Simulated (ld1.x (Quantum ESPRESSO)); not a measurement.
# Logarithmic derivatives: manganese, RRKJ

Mn (Z = 25), norm-conserving RRKJ (Kleinman–Bylander form), made with ld1.x (Quantum ESPRESSO) 7.5 (PBE, scalar-relativistic). Core [Ar], reference 3d5 4s2 4p0. Waves: 4p (bound, empty): rc 2.80 bohr; 3d (bound): rc 1.75 bohr; 4s (bound): rc 2.10 bohr. Local part: the s channel. Core correction: a·sin(br)/r model core inside 1.35 bohr. rho0 = 0.02.

The phase is arctan(r·u′/u) with u = r·R(r), unwrapped; energies in Ry, scanned from -2 to 5 Ry. A pole is an energy at which the radial function vanishes at the test radius. The pseudo phase is shifted by a multiple of π to meet the all-electron one at the reference energy, and phase errors are pseudo minus all-electron; the curves can meet again beyond the range given. Levels narrower than the energy grid can be missing from the lists of poles.

```tsv
channel	radius (bohr)	reference energy (Ry)	poles, all-electron	poles, pseudo	unbroken range about the reference energy with phases within 0.05 rad	phase error 1 Ry above the reference energy (rad)
s	3.04	-0.38	0.72	0.70, 4.92	below 1.9	-0.005
p	3.04	-0.10	1.52	1.50	below 3.4	-0.002
d	3.04	-0.50	-0.42, 2.95	-0.42, 3.80	below 0.4	+0.067
```

Phases in the d channel:

```json
{"E (Ry)": "-2.00", "all-electron": "1.343", "pseudo": "1.344"}
{"E (Ry)": "-1.52", "all-electron": "1.308", "pseudo": "1.310"}
{"E (Ry)": "-1.04", "all-electron": "1.241", "pseudo": "1.245"}
{"E (Ry)": "-0.56", "all-electron": "0.197", "pseudo": "0.211"}
{"E (Ry)": "-0.08", "all-electron": "-1.868", "pseudo": "-1.854"}
{"E (Ry)": "0.40", "all-electron": "-2.079", "pseudo": "-2.030"}
{"E (Ry)": "0.88", "all-electron": "-2.638", "pseudo": "-2.390"}
{"E (Ry)": "1.36", "all-electron": "-3.943", "pseudo": "-3.437"}
{"E (Ry)": "1.84", "all-electron": "-4.437", "pseudo": "-4.232"}
{"E (Ry)": "2.32", "all-electron": "-4.603", "pseudo": "-4.484"}
{"E (Ry)": "2.80", "all-electron": "-4.691", "pseudo": "-4.597"}
{"E (Ry)": "3.28", "all-electron": "-4.756", "pseudo": "-4.663"}
{"E (Ry)": "3.76", "all-electron": "-4.817", "pseudo": "-4.709"}
{"E (Ry)": "4.24", "all-electron": "-4.896", "pseudo": "-4.748"}
{"E (Ry)": "4.72", "all-electron": "-5.041", "pseudo": "-4.784"}
```
